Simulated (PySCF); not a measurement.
The third ionisation energy along the second row

All values are computed (PySCF 2.14, energy differences of UHF-based or UKS calculations, no spin-orbit coupling). Values in eV. The last column holds reference values (NIST; (s) semi-empirical, (t) theoretical, else measured). Unmarked ones compare directly (S terms, centres of terms, or small fine structure); those marked * lie between the lowest fine-structure levels and include a spin-orbit shift.

```json
{"element": "Be (6-31G*, non-relativistic)", "configurations": "1s2 → 1s1", "UHF": "153.94", "MP2 (valence)": "153.95", "SCS-MP2 (valence)": "153.95", "CCSD (valence)": "153.95", "CCSD(T) (valence)": "153.95", "reference": "153.90 (t)"}
{"element": "B (6-31G*, non-relativistic)", "configurations": "[He] 2s1 → 1s2", "UHF": "37.768", "MP2 (valence)": "n/a", "SCS-MP2 (valence)": "n/a", "CCSD (valence)": "n/a", "CCSD(T) (valence)": "n/a", "reference": "37.931"}
{"element": "C (6-31G*, non-relativistic)", "configurations": "[He] 2s2 → [He] 2s1", "UHF": "45.806", "MP2 (valence)": "46.906", "SCS-MP2 (valence)": "47.127", "CCSD (valence)": "47.769", "CCSD(T) (valence)": "47.769", "reference": "47.888"}
{"element": "N (6-31G*, non-relativistic)", "configurations": "[He] 2s2 2p1 → [He] 2s2", "UHF": "47.344", "MP2 (valence)": "47.325", "SCS-MP2 (valence)": "47.267", "CCSD (valence)": "47.047", "CCSD(T) (valence)": "47.062", "reference": "47.445 (s) *"}
{"element": "O (6-31G*, non-relativistic)", "configurations": "[He] 2s2 2p2 → [He] 2s2 2p1", "UHF": "54.682", "MP2 (valence)": "54.742", "SCS-MP2 (valence)": "54.653", "CCSD (valence)": "54.482", "CCSD(T) (valence)": "54.486", "reference": "54.936 (s) *"}
{"element": "F (6-31G*, non-relativistic)", "configurations": "[He] 2s2 2p3 → [He] 2s2 2p2", "UHF": "62.291", "MP2 (valence)": "62.466", "SCS-MP2 (valence)": "62.331", "CCSD (valence)": "62.230", "CCSD(T) (valence)": "62.232", "reference": "62.708 (s) *"}
```

"Valence" correlates the outer s and p shells and, in groups 3 to 12 and the f block, the outer d or f shell, open or full, or the next shell where the ion has no valence electron left; the wider scheme adds the next inner shell.
